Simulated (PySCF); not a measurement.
## Potential energy of PmO along the bond

Set-up: basis Pm x2c-TZVPall, O x2c-TZVPall; spin-free X2C with a Gaussian nucleus; PySCF 2.14. Energies in eV from Pm (4f5 6s2) + O in their ground configurations at the same level. State: sextet, about 4.3 electrons in the 4f shell (Mulliken), real f orbitals that mix terms.

All columns are PBE0. A positive dipole means Pm(−)O(+).

| R (Å) | E (eV) | μ (D) | Mulliken charge on Pm (basis-dependent) | HOMO (eV) | LUMO (eV) | Mayer bond order | ⟨S²⟩ |
| --- | --- | --- | --- | --- | --- | --- | --- |
| 1.537 | -4.491 | -0.88 | 0.35 | -3.60 | -1.52 | 2.28 | 8.77 |
| 1.608 | -5.399 | -1.60 | 0.40 | -3.74 | -1.63 | 2.26 | 8.77 |
| 1.680 | -5.911 | -2.30 | 0.46 | -3.88 | -1.74 | 2.23 | 8.77 |
| 1.733 | -6.094 | -2.80 | 0.49 | -3.98 | -1.82 | 2.21 | 8.77 |
| 1.787 | -6.143 | -3.26 | 0.53 | -4.07 | -1.97 | 2.17 | 8.78 |
| 1.841 | -6.087 | -3.78 | 0.57 | -4.12 | -2.08 | 2.13 | 8.78 |
| 1.912 | -5.898 | -4.60 | 0.62 | -4.17 | -2.15 | 2.08 | 8.79 |
| 2.001 | -5.535 | -5.65 | 0.67 | -4.23 | -2.20 | 2.02 | 8.80 |
| 2.109 | -4.987 | -6.81 | 0.71 | -4.30 | -2.27 | 1.97 | 8.82 |
| 2.252 | -4.183 | -7.97 | 0.73 | -4.40 | -2.34 | 1.91 | 8.88 |

A fit through these points gives, at Re = 1.783 Å, μ = -3.23 D and dμ/dR = -9.02 D/Å; the reduced mass is 14.4 u.

Question: How strong is the fundamental in the double-harmonic approximation, I = 42.26·(dμ/dR)²/μred km/mol?

Answer: I = 42.26·(-9.02)²/14.4 = 239 km/mol at PBE0.

⟨S²⟩ of the unrestricted solution departs from its pure value on part of the curve, where spin states mix. These are scalar-relativistic numbers at best; spin–orbit coupling would shift them, the dissociation energy most. The state is the lowest single determinant that the PBE0 search found; with open d or f shells the true ground state can be another one.
